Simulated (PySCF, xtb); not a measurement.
BHN, SMILES B=[N] (connectivity only; charge and spin as stated), charge -1, multiplicity 1.

Harmonic wavenumbers (cm⁻¹) from xtb with GFN2-xTB at its own minimum, in rising order: 641, 641, 1838, 2147.

**Question.** What does B3LYP-D3(BJ)/def2-TZVPD (PySCF) give at its own minimum? (An estimate is asked for; the answer gives what the named calculation found.)

**Answer.** 664, 664, 1749, 2730. Paired by order, the mean absolute difference is 180 cm⁻¹ and the zero-point energies are 7.5 and 8.3 kcal/mol.
